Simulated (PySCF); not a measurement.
Structure problem from calculated spectra and properties.

Formula: C4H9FOSi2.

| Item | Value |
| --- | --- |
| UV, first state | lowest singlet excitation: 3.64 eV (340 nm, f = 0.001) [TDDFT wB97X-D/def2-SVPD] |
| UV, strongest line | among the 8 lowest singlet transitions: S2 at 5.77 eV (215 nm, f = 0.667) [TDDFT wB97X-D/def2-SVPD] |
| NMR, other nuclei | isotropic shieldings of nuclei other than C and H, by class: -374 (1 O), 267 (1 F), 392 (1 Si), 423 (1 Si) ppm [GIAO PBE0/pcSseg-1] |
| Rotational structure | rotational constants A, B, C: 3.996, 0.463, 0.449 GHz [GFN2-xTB] |
| Triplet | lowest triplet excitation (Tamm–Dancoff): 3.15 eV [TDA wB97X-D/def2-SVPD] |
| Dipole | 3.92 D [wB97X-D/def2-SVPD] |
| 13C NMR | chemical shifts (computed TMS as zero) by class: 196.5 (1 C), 190.2 (1 C), 130.6 (1 C), -11.3 (1 C) ppm [GIAO PBE0/pcSseg-1] |
| 1H NMR | chemical shifts (computed TMS as zero) by class: 10.47 (1 H), 5.79 (1 H), 4.46 (2 H), 4.06 (3 H), 0.24 (2 H) ppm [GIAO PBE0/pcSseg-1] |

Electronic properties: PySCF, gas phase, density fitting. Levels stand in brackets. One conformer (not necessarily the lowest) at the GFN2-xTB geometry, without solvent, vibrations or thermal averaging. Each NMR value is the plain mean over a class of atoms that symmetry, rotation or inversion makes alike.

Question: Propose a structure and show how it fits.

Answer: Numbering: `[O:1]=[CH:2]/[CH:3]=[C:4](\[F:5])[SiH2:6][CH2:7][SiH3:8]`. Its formula, C4H9FOSi2, gives 2 degrees of unsaturation: 0 rings and 2 π bonds in the structure found. 4 carbons fall into 4 classes; from least to most shielded: vinylic C–F carbon [C4] (196.5 ppm), aldehyde carbon [C2] (190.2 ppm), alkene CH carbon [C3] (130.6 ppm), sp3 carbon bound to silicon [C7] (-11.3 ppm). Hydrogen classes from least to most shielded: 1 H on an aldehyde carbon, C2 (10.47 ppm), 1 H on an alkene CH carbon, C3 (5.79 ppm), 2 H on an SiH2 silicon, Si6 (4.46 ppm), 3 H on an SiH3 silicon, Si8 (4.06 ppm), 2 H on an sp3 carbon bound to silicon, C7 (0.24 ppm). The other shieldings belong to: -374 ppm, aldehyde oxygen [O1]; 267 ppm, vinyl fluorine [F5]; 392 ppm, SiH2 silicon [Si6]; 423 ppm, SiH3 silicon [Si8]. S1 is mainly HOMO→LUMO (weight 0.92); the largest Löwdin shares of the orbital it empties are 0.60 on the aldehyde oxygen, 0.15 on the aldehyde carbon, 0.09 on the alkene CH carbon and 0.08 on the formyl hydrogen, of the orbital it fills 0.26 on the vinylic C–F carbon, 0.21 on the aldehyde oxygen, 0.20 on the aldehyde carbon and 0.15 on the alkene CH carbon. The optimised geometry has point group C1 and is an asymmetric top. Structure: `O=C/C=C(\F)[SiH2]C[SiH3]`. Computed isomers that give other values at the same levels: `C[Si@@H]1CC(=O)[C@H](F)[SiH2]1` (13C chemical shifts (computed TMS as zero) by class: 215.8 (1 C), 95.2 (1 C), 27.3 (1 C), -3.0 (1 C) ppm); `F[Si@H]1C=C([SiH3])OCC1` (13C chemical shifts (computed TMS as zero) by class: 185.7 (1 C), 110.7 (1 C), 67.5 (1 C), 16.2 (1 C) ppm); `O=C[SiH2]C/C([SiH3])=C\F` (13C chemical shifts (computed TMS as zero) by class: 249.3 (1 C), 159.6 (1 C), 113.1 (1 C), 11.9 (1 C) ppm). The assignments are read from this structure; whether some other isomer fits the data as well wasn't checked.

Shape of the structure used: `[O:1]=[CH:2]/[CH:3]=[C:4](\[F:5])[SiH2:6][CH2:7][SiH3:8]`: O1–C2–C3–C4 179°, C3–C4–Si6–C7 -106°, C4–Si6–C7–Si8 -173°.
